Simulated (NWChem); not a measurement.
System: WN2H3OF; SMILES [F][W](=[NH])([OH])=[NH]

NWChem input:

```
start job
memory heap 200 mb stack 900 mb global 1100 mb
geometry units angstroms noautoz
  W     -0.127542     0.061940     0.001276
  N      0.385452    -0.816666     1.417667
  H      0.815431    -1.568599     1.945398
  N      0.372757    -0.821137    -1.416966
  H      0.797922    -1.576457    -1.943834
  F     -2.007934     0.171870     0.009661
  O      0.736542     1.738116    -0.005498
  H      1.652821     2.025991    -0.017842
end
basis spherical
  * library def2-svp
end
ecp
  W library def2-ecp
end
dft
  xc m06-l
  iterations 150
  mulliken
end
task dft energy
```

NWChem printed, in part:

```
             Northwest Computational Chemistry Package (NWChem) 7.3.0
             --------------------------------------------------------

 C1  symmetry detected

                             Geometry "geometry" -> ""
                             -------------------------

 Output coordinates in angstroms (scale by  1.889725989 to convert to a.u.)

  No.       Tag          Charge          X              Y              Z
 ---- ---------------- ---------- -------------- -------------- --------------
    1 W                   74.0000    -0.00401877     0.00891438     0.00005426
    2 N                    7.0000    -1.01216809    -0.13085596     1.41616656
    3 H                    1.0000    -1.87084328    -0.24595639     1.94362649
    4 N                    7.0000    -1.00849703    -0.13348097    -1.41849480
    5 H                    1.0000    -1.86737140    -0.24883004    -1.94565025
    6 F                    9.0000     0.80012454     1.71225884    -0.00034470
    7 O                    8.0000     1.22824789    -1.41858863     0.00271167
    8 H                    1.0000     1.15315581    -2.37613958    -0.00428512

 Effective nuclear repulsion energy (a.u.)     797.4818291298

                                 NWChem DFT Module
                                 -----------------

 Summary of "ao basis" -> "ao basis" (spherical)
 ------------------------------------------------------------------------------
       Tag                 Description            Shells   Functions and Types
 ---------------- ------------------------------  ------  ---------------------
 W                          def2-svp                12       32   6s3p2d1f
 N                          def2-svp                 6       14   3s2p1d
 H                          def2-svp                 3        5   2s1p
 F                          def2-svp                 6       14   3s2p1d
 O                          def2-svp                 6       14   3s2p1d

            General Information
            -------------------
          SCF calculation type: DFT
          Wavefunction type:  closed shell.
          No. of atoms     :     8
          No. of electrons :    48
           Alpha electrons :    24
            Beta electrons :    24
          Charge           :     0
          Spin multiplicity:     1
          Use of symmetry is: off; symmetry adaption is: off
          Maximum number of iterations: 150
          AO basis - number of functions:   103
                     number of shells:    45
          Convergence on energy requested:  1.00D-06
          Convergence on density requested:  1.00D-05
          Convergence on gradient requested:  5.00D-04

              XC Information
              --------------
                        M06-L Method XC Functional
                         M06-L Exchange Functional  1.000
                       M06-L Correlation Potential  1.000

             Grid Information
             ----------------
          Grid used for XC integration:  medium
          Radial quadrature: Mura-Knowles
          Angular quadrature: Lebedev.
          Tag              B.-S. Rad. Rad. Pts. Rad. Cut. Ang. Pts.
          ---              ---------- --------- --------- ---------
          W                   1.35      123           9.0       590
          N                   0.65       49          10.0       434
          H                   0.35       45          11.0       434
          F                   0.50       49          11.0       434
          O                   0.60       49          10.0       434
          Grid pruning is: on
          Number of quadrature shells:   454
          Spatial weights used:  Erf1

      Superposition of Atomic Density Guess
      -------------------------------------

 Sum of atomic energies:        -357.14648193

      Non-variational initial energy
      ------------------------------

 Total energy =    -350.801778
 1-e energy   =    -941.418135
 2-e energy   =     369.856212
 HOMO         =      -0.354475
 LUMO         =      -0.004854

     ---------------------------------------------
      Total Density - Mulliken Population Analysis
     ---------------------------------------------

    Atom       Charge   Shell Charges
 -----------   ------   -------------------------------------------------------
    1 W   14    11.24   0.04 -0.35  1.80  0.55  0.31  0.06  5.50  0.57  0.15  2.09  0.36  0.16
    2 N    7     8.06   1.99  1.08  0.58  2.65  1.75  0.01
    3 H    1     0.76   0.60  0.12  0.04
    4 N    7     8.06   1.99  1.08  0.58  2.65  1.75  0.01
    5 H    1     0.76   0.60  0.12  0.04
    6 F    9     9.64   1.99  1.15  0.80  3.53  2.16  0.00
    7 O    8     8.84   1.99  1.10  0.66  3.11  1.97  0.00
    8 H    1     0.64   0.52  0.06  0.06

   convergence    iter        energy       DeltaE   RMS-Dens  Diis-err
 ---------------- ----- ----------------- --------- --------- ---------
 d= 0,ls=0.0,diis     1   -353.0243860814 -5.74D+02  4.45D-02  3.15D+00
 d= 0,ls=0.0,diis     2   -348.4903385407  4.53D+00  3.87D-02  3.81D+01
 d= 0,ls=0.0,diis     3   -353.2724076816 -4.78D+00  7.77D-03  1.14D+00
 d= 0,ls=0.0,diis     4   -353.3760124342 -1.04D-01  2.61D-03  1.99D-01
 d= 0,ls=0.0,diis     5   -353.3956457859 -1.96D-02  8.27D-04  9.87D-03
  Resetting Diis
 d= 0,ls=0.0,diis     6   -353.3922480473  3.40D-03  5.40D-04  3.00D-03
 d= 0,ls=0.0,diis     7   -353.3929820774 -7.34D-04  1.05D-03  1.04D-03
 d= 0,ls=0.0,diis     8   -353.3934268045 -4.45D-04  2.90D-04  4.99D-04
 d= 0,ls=0.0,diis     9   -353.3933988122  2.80D-05  2.21D-04  7.81D-04
 d= 0,ls=0.0,diis    10   -353.3934567160 -5.79D-05  1.04D-04  2.54D-04
 d= 0,ls=0.0,diis    11   -353.3934861321 -2.94D-05  2.51D-05  1.83D-05
 d= 0,ls=0.0,diis    12   -353.3934881743 -2.04D-06  7.66D-06  1.45D-06
 d= 0,ls=0.0,diis    13   -353.3934883050 -1.31D-07  3.16D-06  1.08D-07

         Total DFT energy =     -353.393488305017
      One electron energy =     -946.330586917245
           Coulomb energy =      413.778979254441
    Exchange-Corr. energy =      -41.602026492843
 Nuclear repulsion energy =      220.760145850630

 Numeric. integr. density =       47.999999324028

                       DFT Final Molecular Orbital Analysis
                       ------------------------------------

 Vector   22  Occ=2.000000D+00  E=-2.652234D-01
              MO Center= -2.1D-01, -2.5D-01, -3.9D-02, r^2= 3.4D+00
   Bfn.  Coefficient  Atom+Function         Bfn.  Coefficient  Atom+Function
  ----- ------------  ---------------      ----- ------------  ---------------
    90      0.323136  7 O  pz                56      0.313402  4 N  py
    17      0.310986  1 W  d -1              37     -0.298650  2 N  py
    93      0.252914  7 O  pz                59     -0.249509  4 N  py
    40      0.237919  2 N  py                76      0.196916  6 F  pz
    79     -0.144257  6 F  pz                 9     -0.058722  1 W  pz

 Vector   23  Occ=2.000000D+00  E=-2.608322D-01
              MO Center= -7.8D-01, -6.6D-02,  3.6D-02, r^2= 3.0D+00
   Bfn.  Coefficient  Atom+Function         Bfn.  Coefficient  Atom+Function
  ----- ------------  ---------------      ----- ------------  ---------------
    37      0.363392  2 N  py                56      0.350796  4 N  py
    40     -0.287680  2 N  py                59     -0.277517  4 N  py
    16      0.256715  1 W  d -2               8      0.193755  1 W  py
    75     -0.172394  6 F  py                78      0.151719  6 F  py
    87      0.131613  7 O  s                 14     -0.097419  1 W  py

 Vector   24  Occ=2.000000D+00  E=-2.385404D-01
              MO Center= -6.4D-01, -2.2D-01,  2.1D-03, r^2= 3.4D+00
   Bfn.  Coefficient  Atom+Function         Bfn.  Coefficient  Atom+Function
  ----- ------------  ---------------      ----- ------------  ---------------
    36      0.276548  2 N  px                55     -0.276206  4 N  px
    38      0.264657  2 N  pz                57      0.263771  4 N  pz
    39     -0.226234  2 N  px                58      0.225898  4 N  px
    19      0.216999  1 W  d  1              90      0.200626  7 O  pz
    41     -0.198911  2 N  pz                60     -0.198108  4 N  pz

 Vector   25  Occ=0.000000D+00  E=-6.094814D-02
              MO Center= -4.0D-03, -7.8D-02, -5.4D-04, r^2= 2.5D+00
   Bfn.  Coefficient  Atom+Function         Bfn.  Coefficient  Atom+Function
  ----- ------------  ---------------      ----- ------------  ---------------
    20      0.794916  1 W  d  2              18     -0.248549  1 W  d  0
    41      0.239132  2 N  pz                60     -0.239496  4 N  pz
    74      0.182543  6 F  px                88     -0.181790  7 O  px
    38     -0.177405  2 N  pz                57      0.177496  4 N  pz
     5      0.169748  1 W  s                 91     -0.165694  7 O  px

 Vector   26  Occ=0.000000D+00  E=-3.586855D-02
              MO Center= -2.8D-01, -3.8D-02, -2.7D-03, r^2= 2.2D+00
   Bfn.  Coefficient  Atom+Function         Bfn.  Coefficient  Atom+Function
  ----- ------------  ---------------      ----- ------------  ---------------
    17      0.873109  1 W  d -1              40     -0.287013  2 N  py
    59      0.288442  4 N  py                56     -0.270617  4 N  py
    37      0.269239  2 N  py                76      0.144308  6 F  pz
    90      0.144859  7 O  pz                93      0.129225  7 O  pz
    79     -0.113241  6 F  pz                19      0.080240  1 W  d  1

 Vector   27  Occ=0.000000D+00  E=-2.118761D-02
              MO Center= -2.9D-01, -9.9D-02, -4.0D-04, r^2= 3.4D+00
   Bfn.  Coefficient  Atom+Function         Bfn.  Coefficient  Atom+Function
  ----- ------------  ---------------      ----- ------------  ---------------
    18      0.738883  1 W  d  0               6     -0.527315  1 W  s
    35     -0.439279  2 N  s                 54     -0.437598  4 N  s
    48      0.280400  3 H  s                 67      0.280469  5 H  s
     5      0.271106  1 W  s                 20      0.260591  1 W  d  2
    87      0.238888  7 O  s                 23      0.211861  1 W  d  0

     ---------------------------------------------
      Total Density - Mulliken Population Analysis
     ---------------------------------------------

    Atom       Charge   Shell Charges
 -----------   ------   -------------------------------------------------------
    1 W   14    12.68   0.04 -0.36  1.88  0.49  0.31 -0.01  5.63  0.45  0.21  3.43  0.43  0.18
    2 N    7     7.49   1.99  1.03  0.62  2.33  1.51  0.01
    3 H    1     0.84   0.71  0.08  0.05
    4 N    7     7.49   1.99  1.03  0.62  2.33  1.51  0.01
    5 H    1     0.84   0.71  0.08  0.05
    6 F    9     9.39   1.99  1.15  0.81  3.30  2.13  0.00
    7 O    8     8.51   1.99  1.09  0.69  2.86  1.88  0.01
    8 H    1     0.76   0.67  0.03  0.07

     -------------------------------------------
      Total Density - Lowdin Population Analysis
     -------------------------------------------

    Atom       Charge   Shell Charges
 -----------   ------   -------------------------------------------------------
    1 W   14    13.59   0.00  0.04  1.08  0.79  0.33  0.12  4.97  1.24  0.39  3.14  1.13  0.36
    2 N    7     7.16   1.97  0.80  0.51  2.17  1.69  0.03
    3 H    1     0.91   0.58  0.20  0.13
    4 N    7     7.16   1.97  0.80  0.51  2.17  1.69  0.03
    5 H    1     0.91   0.58  0.20  0.13
    6 F    9     9.19   1.98  1.04  0.77  3.19  2.20  0.01
    7 O    8     8.17   1.97  0.89  0.60  2.71  1.99  0.01
    8 H    1     0.88   0.54  0.15  0.19

     Multipole analysis of the density
     ---------------------------------

     L   x y z        total         alpha         beta         nuclear
     -   - - -        -----         -----         ----         -------
     0   0 0 0      0.000000    -24.000000    -24.000000     48.000000

     1   1 0 0     -0.708691     -0.582177     -0.582177      0.455663
     1   0 1 0     -1.060112     -0.024684     -0.024684     -1.010744
     1   0 0 1     -0.004472      0.000840      0.000840     -0.006153

     2   2 0 0    -31.180909    -87.794723    -87.794723    144.408537
     2   1 1 0     -1.182199      2.185685      2.185685     -5.553570
     2   1 0 1     -0.008793      0.002221      0.002221     -0.013236
     2   0 2 0    -32.634681   -102.915237   -102.915237    173.195793
     2   0 1 1      0.024299     -0.002830     -0.002830      0.029959
     2   0 0 2    -33.468499    -80.454364    -80.454364    127.440228
```

Level: M06-L/def2-SVP with def2 effective core potentials on W. All runs use the structure optimised with PBE0/def2-SVP. Not confirmed as a minimum by frequencies. def2 effective core potentials on W; no spin-orbit coupling.
